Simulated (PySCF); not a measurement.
Run record: geometry optimisation, `I[SiH2][SiH2]I`.

Method: PBE0-D3(BJ)/def2-SVP geometry optimisation, gas phase, def2 core potentials past Kr (PySCF 2.14.0). Start geometry: GFN2-xTB. The input is one job of a driver script: a line of settings, then coordinates in Å.

Input:
```
{"job": {"xc": "PBE0", "basis": "def2-SVP", "d3": "d3bj", "grid": 1, "maxiter": 30, "shake": 0.01, "kind": "geom"}, "charge": 0, "multiplicity": 1}
I     -2.391500     0.373280    -1.813230
Si    -1.126310     0.058250     0.269860
Si     1.101950    -0.066740    -0.289250
I      2.446750    -0.369550     1.809920
H     -1.477380     1.194140     1.101790
H     -1.674280    -1.149230     0.855280
H      1.679550     1.146650    -0.875390
H      1.496350    -1.205950    -1.111450
```

Output:
```
step   0  E = -1176.46594229  max force = 0.017889
step   1  E = -1176.47089545  max force = 0.004345
step   2  E = -1176.47100410  max force = 0.001023
step   3  E = -1176.47104291  max force = 0.000453
step   4  E = -1176.47105418  max force = 0.000493
step   5  E = -1176.47106440  max force = 0.000423
optimisation converged
```

Energies in Eh; «max force» is the largest Cartesian gradient component in Eh/bohr.

Question: Give the first gradient maximum in eV/Å.

Answer: With 1 Eh/bohr = 51.422 eV/Å, 0.920 eV/Å.

Question: How much energy does the optimisation release, in kcal/mol?

Answer: E(step 0) − E(last step) = 0.005122 Eh, which is 3.2 kcal/mol.

Main results: final energy -1176.47106 Eh after 5 steps; dipole 0.01 D.

Question: Give the final coordinates.

Answer: 0.080 Å rms from the input after alignment:
```
atom  x, y, z in Å
I1    -2.2145    0.3433   -2.0119
Si2   -1.1433    0.0625    0.1820
Si3    1.1563   -0.0660   -0.1962
I4     2.2220   -0.3569    1.9999
H5    -1.4815    1.2372    1.0354
H6    -1.6539   -1.1907    0.8078
H7     1.6724    1.1881   -0.8154
H8     1.4980   -1.2368   -1.0534
```

Question: Estimate the wall time. Hardware: one thread of an Arm Neoverse V2, on a shared host. And the peak memory of the process?

Answer: About 38 s, with 0.45 GiB resident at the peak, the Python interpreter and its libraries included.
Labels such as C1 count atoms from 1, the log's own numbers from 0.
